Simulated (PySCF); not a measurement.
Worked example: oscillator strength and radiative lifetime

C4H9FSi, SMILES CC[SiH2]/C=C\F.

Geometry: PBE-D3(BJ)/def2-SVP. The structure was generated by enumeration; whether it is a known compound was not checked. Other conformers were not sampled.

TDA-ωB97X/def2-SVPD run with PySCF puts the first singlet state with f over 0.02 at 7.34 eV (vertical), with the transition dipole (1.643, -0.034, 0.061) in atomic units.

Q: Find the oscillator strength, the wavelength and the radiative lifetime that this transition would have in vacuum if emission retraced absorption.

A: 
|μ|² = 2.7043 au, so |μ| = 4.18 D. ΔE = 7.34/27.211 = 0.2697 hartree. f = (2/3) ΔE |μ|² = 0.486 (the program prints 0.486).
λ = 1239.84/7.34 = 169 nm; ν = 59201 cm⁻¹.
Einstein's coefficient A = 0.6670 ν² f s⁻¹ (ν in cm⁻¹) = 1.1e9 s⁻¹, so τ = 1/A = 0.88 ns. This state is S1. The figure is the radiative limit of this one transition; relaxation, internal conversion, crossing to triplets and a medium change what is measured.
